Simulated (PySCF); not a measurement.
## `C[Si](C)(C)CP`: 4 charge schemes on one density

Species: C4H13PSi.
Cartesian coordinates in Å at the GFN2-xTB level; atoms count from 1:
```xyz
19
C4H13PSi angstrom
C      0.065   -1.262    1.427
Si    -0.425   -0.072    0.018
C     -1.033    1.582    0.742
C     -1.768   -0.876   -1.071
C      1.113    0.283   -1.077
P      2.478    1.061   -0.095
H      0.803   -0.806    2.080
H      0.490   -2.184    1.042
H     -0.795   -1.526    2.035
H     -1.448    2.224   -0.029
H     -0.212    2.119    1.210
H     -1.802    1.431    1.493
H     -2.670   -1.057   -0.495
H     -1.442   -1.830   -1.476
H     -2.036   -0.239   -1.907
H      0.848    0.995   -1.861
H      1.482   -0.621   -1.559
H      2.864   -0.102    0.570
H      3.481    0.888   -1.054
```

Density: PBE0/pcSseg-1 (PySCF); schemes: Mulliken, IAO, Hirshfeld and ESP-fitted. One conformer (not necessarily the lowest) at the GFN2-xTB geometry, without solvent, vibrations or thermal averaging.

Q: Do the Mulliken, IAO, Hirshfeld and ESP-fitted schemes agree on where the charge is highest?

A: All schemes agree: Mulliken Si2 (+0.913); IAO Si2 (+1.072); Hirshfeld Si2 (+0.410); ESP-fitted Si2 (+0.907).

Q: Do the Mulliken, IAO, Hirshfeld and ESP-fitted schemes agree on where the charge is lowest?

A: The schemes don't all agree: Mulliken C5 (-0.772); IAO C3 and C5 (-0.723); Hirshfeld C3 (-0.219); ESP-fitted C4 (-0.939).

Q: Give the atomic charges in each scheme.

A: In e:

```json
{"atom": "C1", "environment": "Si-methyl carbon", "Mulliken": "-0.611", "IAO": "-0.722", "Hirshfeld": "-0.218", "ESP-fitted": "-0.629"}
{"atom": "Si2", "environment": "four-coordinate silicon", "Mulliken": "+0.913", "IAO": "+1.072", "Hirshfeld": "+0.410", "ESP-fitted": "+0.907"}
{"atom": "C3", "environment": "Si-methyl carbon", "Mulliken": "-0.607", "IAO": "-0.723", "Hirshfeld": "-0.219", "ESP-fitted": "-0.391"}
{"atom": "C4", "environment": "Si-methyl carbon", "Mulliken": "-0.609", "IAO": "-0.719", "Hirshfeld": "-0.218", "ESP-fitted": "-0.939"}
{"atom": "C5", "environment": "sp3 carbon bound to silicon", "Mulliken": "-0.772", "IAO": "-0.723", "Hirshfeld": "-0.207", "ESP-fitted": "-0.311"}
{"atom": "P6", "environment": "phosphine phosphorus", "Mulliken": "+0.060", "IAO": "+0.181", "Hirshfeld": "+0.070", "ESP-fitted": "-0.326"}
{"atom": "H7", "environment": "methyl hydrogen", "Mulliken": "+0.139", "IAO": "+0.152", "Hirshfeld": "+0.037", "ESP-fitted": "+0.143"}
{"atom": "H8", "environment": "methyl hydrogen", "Mulliken": "+0.134", "IAO": "+0.152", "Hirshfeld": "+0.039", "ESP-fitted": "+0.137"}
{"atom": "H9", "environment": "methyl hydrogen", "Mulliken": "+0.136", "IAO": "+0.154", "Hirshfeld": "+0.041", "ESP-fitted": "+0.138"}
{"atom": "H10", "environment": "methyl hydrogen", "Mulliken": "+0.134", "IAO": "+0.152", "Hirshfeld": "+0.040", "ESP-fitted": "+0.083"}
{"atom": "H11", "environment": "methyl hydrogen", "Mulliken": "+0.149", "IAO": "+0.159", "Hirshfeld": "+0.033", "ESP-fitted": "+0.050"}
{"atom": "H12", "environment": "methyl hydrogen", "Mulliken": "+0.133", "IAO": "+0.152", "Hirshfeld": "+0.039", "ESP-fitted": "+0.083"}
{"atom": "H13", "environment": "methyl hydrogen", "Mulliken": "+0.133", "IAO": "+0.152", "Hirshfeld": "+0.039", "ESP-fitted": "+0.224"}
{"atom": "H14", "environment": "methyl hydrogen", "Mulliken": "+0.133", "IAO": "+0.152", "Hirshfeld": "+0.039", "ESP-fitted": "+0.218"}
{"atom": "H15", "environment": "methyl hydrogen", "Mulliken": "+0.133", "IAO": "+0.152", "Hirshfeld": "+0.039", "ESP-fitted": "+0.189"}
{"atom": "H16", "environment": "methylene hydrogen", "Mulliken": "+0.167", "IAO": "+0.156", "Hirshfeld": "+0.038", "ESP-fitted": "+0.137"}
{"atom": "H17", "environment": "methylene hydrogen", "Mulliken": "+0.165", "IAO": "+0.151", "Hirshfeld": "+0.037", "ESP-fitted": "+0.068"}
{"atom": "H18", "environment": "P–H hydrogen", "Mulliken": "+0.034", "IAO": "-0.029", "Hirshfeld": "-0.018", "ESP-fitted": "+0.101"}
{"atom": "H19", "environment": "P–H hydrogen", "Mulliken": "+0.034", "IAO": "-0.022", "Hirshfeld": "-0.020", "ESP-fitted": "+0.116"}
```

Mean size of the charges over all atoms: IAO 0.309 e, Mulliken 0.274 e, ESP-fitted 0.273 e, Hirshfeld 0.095 e. Each set sums to the total charge, 0, to within 0.001 e. The Hirshfeld scheme weights the molecular density at each point by an atom's share of the summed free-atom densities.

Q: How many electrons does the IAO scheme count on C1?

A: Z − q = 6 − (-0.722) = 6.722.

Q: Sum the charges by element, for elements with more than one atom.

A: 
| element | atoms | Mulliken | IAO | Hirshfeld | ESP-fitted |
| --- | --- | --- | --- | --- | --- |
| C | 4 | -2.599 | -2.888 | -0.863 | -2.270 |
| H | 13 | +1.625 | +1.635 | +0.383 | +1.689 |

These values come from a run that also computed NMR shieldings. Time: 20 s wall; peak memory 0.88 GiB. Hardware: an Arm Neoverse V2 with one thread, no GPU, shared host with 96 logical CPUs at a one-minute load of 30.
